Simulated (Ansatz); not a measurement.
CH3FSi, SMILES `C[Si]F` (lower singlet) (charge 0, multiplicity 1). This singlet lies 1.87 eV below the relaxed triplet at the level frozen-core CCSD(T)/cc-pVTZ // B3LYP-D3(BJ)/def2-TZVP (Ansatz, a program for electronic structure).

Z-matrix (Å, degrees):
```
C
H 1 1.0918
H 1 1.0960 2 108.95
H 1 1.0967 2 108.64 3 115.96
Si 1 1.8945 2 112.53 4 121.51
F 5 1.6276 1 98.40 2 178.17
```
Charge 0, multiplicity 1.

Frozen-core energies in 6-31g from Ansatz at a geometry from B3LYP-D3(BJ)/def2-TZVP; the HF reference has <S^2> = 0.00 and the T1 diagnostic is 0.014.

| level | energy (Ha) | difference from CCSDTQ (mHa) |
|---|---|---|
| HF | -427.91442 | 286.19 |
| MP2 | -428.17183 | 28.79 |
| CCSD | -428.19434 | 6.27 |
| CCSD(T) | -428.19951 | 1.10 |
| CCSDT | -428.20002 | 0.60 |
| CCSDT(Q) | -428.20067 | -0.06 |
| CCSDTQ | -428.20061 | 0.00 |
